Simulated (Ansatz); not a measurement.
One change: `CS[SiH](F)S` becomes `C[SiH](F)S`.

Ansatz, PBE0-D4/def2-TZVP geometries, multiplicity 1. Each molecule was computed in one conformer, which needn't be the lowest.

| property | `CS[SiH](F)S` |
| --- | --- |
| size of the dipole moment (PBE/def2-TZVPP) / D | 1.03 |
| HOMO energy (PBE0/def2-TZVPP) / eV | -7.44 |
| zero-point energy (PBE0-D4/def2-TZVP) / kJ/mol | 160.5 |
| size of the dipole moment (ωB97M-V/def2-TZVPP) / D | 0.97 |
| HOMO energy (ωB97M-V/def2-TZVPP) / eV | -9.62 |
| HOMO–LUMO gap (PBE0/def2-TZVPP) / eV | 7.30 |

Task: Give the same properties after the change, and the shifts. (Best estimate.)

Result: Ansatz gave: 
```json
{"property": "size of the dipole moment (PBE/def2-TZVPP) / D", "`C[SiH](F)S`": "1.98", "shift": "0.95"}
{"property": "HOMO energy (PBE0/def2-TZVPP) / eV", "`C[SiH](F)S`": "-7.79", "shift": "-0.35"}
{"property": "zero-point energy (PBE0-D4/def2-TZVP) / kJ/mol", "`C[SiH](F)S`": "153.0", "shift": "-7.5"}
{"property": "size of the dipole moment (ωB97M-V/def2-TZVPP) / D", "`C[SiH](F)S`": "2.00", "shift": "1.03"}
{"property": "HOMO energy (ωB97M-V/def2-TZVPP) / eV", "`C[SiH](F)S`": "-10.01", "shift": "-0.39"}
{"property": "HOMO–LUMO gap (PBE0/def2-TZVPP) / eV", "`C[SiH](F)S`": "8.13", "shift": "0.83"}
```

With PBE0 the HOMO falls by 0.35 eV and the LUMO rises by 0.47 eV, so the gap widens by about 0.82 eV. PBE moves the HOMO by -0.31 eV and ωB97M-V by -0.39 eV. The zero-point energy changes by -7.5 kJ/mol with -3 modes. Dipoles are sizes alone; their direction can turn.
